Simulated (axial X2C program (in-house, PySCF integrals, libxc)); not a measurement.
**Spin–orbit effects along a row: molecules with H (ions), HF**

Calculated with an in-house all-electron X2C program for linear molecules (integrals from PySCF), spin-free (one-electron X2C) or two-component (2c: spin–orbit coupling with atomic mean-field Coulomb and Gaunt terms, which also bring small scalar terms), in Dyall basis sets with cores contracted in-house; open shells are unrestricted.

Basis sets: Au dyall-acv3z, Ba dyall-av3z, Bi dyall-acv3z, Cs dyall-acv3z, H dyall-av3z, Pb dyall-acv3z.

```json
{"molecule": "CsH⁻", "spin-free state": "M_S = 1/2, Λ = 0", "Re (Å)": "2.733", "ωe (cm⁻¹)": "694.2", "De (eV)": "n/a", "2c state": "Ω = 1/2", "Re 2c (Å)": "2.731", "ωe 2c (cm⁻¹)": "694.6", "De 2c (eV)": "n/a"}
{"molecule": "BaH⁻", "spin-free state": "M_S = 0, Λ = 0", "Re (Å)": "2.404", "ωe (cm⁻¹)": "969.4", "De (eV)": "n/a", "2c state": "Ω = 0", "Re 2c (Å)": "2.402", "ωe 2c (cm⁻¹)": "969.7", "De 2c (eV)": "n/a"}
{"molecule": "AuH⁻", "spin-free state": "M_S = 1/2, Λ = 0", "Re (Å)": "1.659", "ωe (cm⁻¹)": "1640.3", "De (eV)": "1.36", "2c state": "Ω = 1/2", "Re 2c (Å)": "1.652", "ωe 2c (cm⁻¹)": "1662.2", "De 2c (eV)": "1.40"}
{"molecule": "PbH⁻", "spin-free state": "M_S = 1, Λ = 0", "Re (Å)": "1.884", "ωe (cm⁻¹)": "1425.2", "De (eV)": "n/a", "2c state": "Ω = 0", "Re 2c (Å)": "1.900", "ωe 2c (cm⁻¹)": "1334.8", "De 2c (eV)": "n/a"}
{"molecule": "BiH⁻", "spin-free state": "M_S = 1/2, Λ = 1", "Re (Å)": "1.805", "ωe (cm⁻¹)": "1731.1", "De (eV)": "1.50", "2c state": "Ω = 3/2", "Re 2c (Å)": "1.837", "ωe 2c (cm⁻¹)": "1552.7", "De 2c (eV)": "n/a"}
```

Task: Work out the shifts from the spin-free to the two-component result.

Result: 

| molecule | 2c state | ΔRe (Å) | Δωe (cm⁻¹) | ΔDe (eV) |
| --- | --- | --- | --- | --- |
| CsH⁻ | Ω = 1/2 | -0.002 | 0.4 | n/a |
| BaH⁻ | Ω = 0 | -0.002 | 0.3 | n/a |
| AuH⁻ | Ω = 1/2 | -0.007 | 21.9 | 0.04 |
| PbH⁻ | Ω = 0 | 0.016 | -90.4 | n/a |
| BiH⁻ | Ω = 3/2 | 0.032 | -178.4 | n/a |

Shifts of one unit in the last digit are rounding.

Fragments in 2c: Cs- + H, Ba- + H, Au- + H, Pb- + H, Bi- + H. Each entry is the lowest single determinant of a limited PBE0 search at one distance. De goes to single-determinant-based atoms at the same level (for ions the charge split of lowest energy) and is withheld (n/a) where an atom does not fit its ground term or J level. Main or longest-lived isotopes. One determinant is a doubtful description, or other states lie close, for CsH⁻, BaH⁻, PbH⁻; these need not be ground states, and all values refer to the states named. With several unpaired electrons the Ω given is that of one determinant, not necessarily of the lowest component.
